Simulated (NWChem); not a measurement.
System: ZnH2O2; SMILES [OH][Zn][OH]

The following NWChem deck was run.

```
start job
memory heap 200 mb stack 900 mb global 1100 mb
geometry units angstroms noautoz
  Zn     0.000002     0.000001     0.090657
  O     -1.755055     0.191316     0.012992
  H     -2.247466    -0.433437     0.554365
  O      1.755057    -0.191314     0.012992
  H      2.247462     0.433435     0.554363
end
basis spherical
  * library 6-31g*
end
dft
  xc scan
  grid xcoarse
  iterations 150
  mulliken
end
task dft gradient
```

Output (shortened):

```
             Northwest Computational Chemistry Package (NWChem) 7.3.0
             --------------------------------------------------------

 C2  symmetry detected

                             Geometry "geometry" -> ""
                             -------------------------

 Output coordinates in angstroms (scale by  1.889725989 to convert to a.u.)

  No.       Tag          Charge          X              Y              Z
 ---- ---------------- ---------- -------------- -------------- --------------
    1 Zn                  30.0000     0.00000000     0.00000000     0.00656721
    2 O                    8.0000     0.04835704     1.76479024    -0.07109779
    3 H                    1.0000    -0.61426849     2.20491166     0.47027421
    4 O                    8.0000    -0.04835704    -1.76479024    -0.07109779
    5 H                    1.0000     0.61426849    -2.20491166     0.47027421

 Effective nuclear repulsion energy (a.u.)     177.9309315313

      Symmetry information
      --------------------

 Group name             C2
 Group number              4
 Group order               2
 No. of unique centers     3

                                 NWChem DFT Module
                                 -----------------

 Summary of "ao basis" -> "ao basis" (spherical)
 ------------------------------------------------------------------------------
       Tag                 Description            Shells   Functions and Types
 ---------------- ------------------------------  ------  ---------------------
 Zn                          6-31g*                 12       34   5s4p2d1f
 O                           6-31g*                  6       14   3s2p1d
 H                           6-31g*                  2        2   2s

      Symmetry analysis of basis
      --------------------------

        a          34
        b          32

            General Information
            -------------------
          SCF calculation type: DFT
          Wavefunction type:  closed shell.
          No. of atoms     :     5
          No. of electrons :    48
           Alpha electrons :    24
            Beta electrons :    24
          Charge           :     0
          Spin multiplicity:     1
          Use of symmetry is: on ; symmetry adaption is: on
          Maximum number of iterations: 150
          AO basis - number of functions:    66
                     number of shells:    28
          Convergence on energy requested:  1.00D-06
          Convergence on density requested:  1.00D-05
          Convergence on gradient requested:  5.00D-04

              XC Information
              --------------
                         SCAN Method XC Functional
                  SCAN metaGGA Exchange Functional  1.000
                        SCAN Correlation Potential  1.000

             Grid Information
             ----------------
          Grid used for XC integration:  xcoarse
          Radial quadrature: Mura-Knowles
          Angular quadrature: Lebedev.
          Tag              B.-S. Rad. Rad. Pts. Rad. Cut. Ang. Pts.
          ---              ---------- --------- --------- ---------
          Zn                  1.35       75           7.0       194
          O                   0.60       21          10.0       194
          H                   0.35       21          10.0       194
          Grid pruning is: on
          Number of quadrature shells:   117
          Spatial weights used:  Erf1

      Superposition of Atomic Density Guess
      -------------------------------------

 Sum of atomic energies:       -1927.98625725

      Non-variational initial energy
      ------------------------------

 Total energy =   -1928.357818
 1-e energy   =   -3046.329376
 2-e energy   =     940.040627
 HOMO         =      -0.460077
 LUMO         =      -0.081337

      Symmetry analysis of molecular orbitals - initial
      -------------------------------------------------

  Numbering of irreducible representations:

     1 a           2 b

  Orbital symmetries:

     1 a           2 a           3 b           4 a           5 b
     6 a           7 b           8 a           9 b          10 a
    11 b          12 a          13 b          14 a          15 b
    16 a          17 b          18 a          19 b          20 a
    21 a          22 b          23 a          24 b          25 a
    26 b          27 a          28 b          29 a          30 b
    31 a          32 a          33 b          34 b

     ---------------------------------------------
      Total Density - Mulliken Population Analysis
     ---------------------------------------------

    Atom       Charge   Shell Charges
 -----------   ------   -------------------------------------------------------
    1 Zn  30    28.63   2.00  2.00  6.00  2.00  6.00  0.38  0.13  0.13  0.05  6.80  3.12  0.01
    2 O    8     9.23   2.00  0.94  3.18  0.95  2.16  0.01
    3 H    1     0.45   0.36  0.09
    4 O    8     9.23   2.00  0.94  3.18  0.95  2.16  0.01
    5 H    1     0.45   0.36  0.09

   convergence    iter        energy       DeltaE   RMS-Dens  Diis-err
 ---------------- ----- ----------------- --------- --------- ---------
 d= 0,ls=0.0,diis     1  -1930.6925398572 -2.11D+03  2.97D-02  1.15D+00
 d= 0,ls=0.0,diis     2  -1930.2307473413  4.62D-01  1.91D-02  5.69D+00
 d= 0,ls=0.0,diis     3  -1930.8272934628 -5.97D-01  2.14D-03  5.27D-02
 d= 0,ls=0.0,diis     4  -1930.8298085954 -2.52D-03  1.05D-03  3.26D-02
 d= 0,ls=0.0,diis     5  -1930.8314808202 -1.67D-03  1.63D-04  7.84D-04
  Resetting Diis
 d= 0,ls=0.0,diis     6  -1930.8315284631 -4.76D-05  2.38D-05  6.84D-06
 d= 0,ls=0.0,diis     7  -1930.8315290670 -6.04D-07  1.41D-05  4.67D-07
 d= 0,ls=0.0,diis     8  -1930.8315289978  6.92D-08  9.02D-06  1.21D-06

         Total DFT energy =    -1930.831528997801
      One electron energy =    -3046.060897730394
           Coulomb energy =     1026.556841706188
    Exchange-Corr. energy =      -89.258404504922
 Nuclear repulsion energy =      177.930931531326

 Numeric. integr. density =       47.998611262520

                  Occupations of the irreducible representations
                  ----------------------------------------------

                     irrep           alpha         beta
                     --------     --------     --------
                     a                13.0         13.0
                     b                11.0         11.0

                       DFT Final Molecular Orbital Analysis
                       ------------------------------------

 Vector   22  Occ=2.000000D+00  E=-2.737988D-01  Symmetry=b
              MO Center=  2.0D-14, -6.5D-13, -7.2D-02, r^2= 3.9D+00
   Bfn.  Coefficient  Atom+Function         Bfn.  Coefficient  Atom+Function
  ----- ------------  ---------------      ----- ------------  ---------------
    38      0.336534  2 O  py                54      0.336534  4 O  py
    37      0.251016  2 O  px                53      0.251016  4 O  px
    42      0.244777  2 O  py                58      0.244777  4 O  py
    41      0.179783  2 O  px                57      0.179783  4 O  px
    12     -0.169637  1 Zn py                40      0.105909  2 O  s

 Vector   23  Occ=2.000000D+00  E=-2.438704D-01  Symmetry=a
              MO Center= -2.8D-14,  3.6D-13, -5.9D-02, r^2= 3.5D+00
   Bfn.  Coefficient  Atom+Function         Bfn.  Coefficient  Atom+Function
  ----- ------------  ---------------      ----- ------------  ---------------
    37      0.329413  2 O  px                53     -0.329413  4 O  px
    39      0.261527  2 O  pz                55      0.261527  4 O  pz
    41      0.249484  2 O  px                57     -0.249484  4 O  px
    18     -0.206402  1 Zn d -2              43      0.202819  2 O  pz
    59      0.202819  4 O  pz                13      0.103489  1 Zn pz

 Vector   24  Occ=2.000000D+00  E=-2.383221D-01  Symmetry=b
              MO Center= -4.8D-15, -3.9D-13, -8.5D-02, r^2= 3.5D+00
   Bfn.  Coefficient  Atom+Function         Bfn.  Coefficient  Atom+Function
  ----- ------------  ---------------      ----- ------------  ---------------
    39      0.376242  2 O  pz                55     -0.376242  4 O  pz
    43      0.286667  2 O  pz                59     -0.286667  4 O  pz
    19     -0.224978  1 Zn d -1              37      0.199994  2 O  px
    53      0.199994  4 O  px                41      0.160201  2 O  px
    57      0.160201  4 O  px                24     -0.110003  1 Zn d -1

 Vector   25  Occ=0.000000D+00  E=-4.705452D-02  Symmetry=a
              MO Center= -7.6D-15, -3.2D-15,  3.3D-01, r^2= 4.2D+00
   Bfn.  Coefficient  Atom+Function         Bfn.  Coefficient  Atom+Function
  ----- ------------  ---------------      ----- ------------  ---------------
    14      0.842020  1 Zn s                 40     -0.349805  2 O  s
    56     -0.349805  4 O  s                 10     -0.223577  1 Zn s
    22     -0.224098  1 Zn d  2              38      0.208120  2 O  py
    54     -0.208120  4 O  py                42      0.188097  2 O  py
    58     -0.188097  4 O  py                 6      0.153311  1 Zn s

[...]

                         DFT ENERGY GRADIENTS

    atom               coordinates                        gradient
                 x          y          z           x          y          z
   1 Zn      0.000000   0.000000   0.012410    0.000000   0.000000  -0.000719
   2 O       0.091382   3.334970  -0.134355   -0.005437   0.016462   0.005241
   3 H      -1.160799   4.166679   0.888689    0.005461  -0.002964  -0.004881
   4 O      -0.091382  -3.334970  -0.134355    0.005437  -0.016462   0.005241
   5 H       1.160799  -4.166679   0.888689   -0.005461   0.002964  -0.004881
```

Level: SCAN/6-31G* (spherical d). The geometry was optimised at PBE0/def2-SVP.
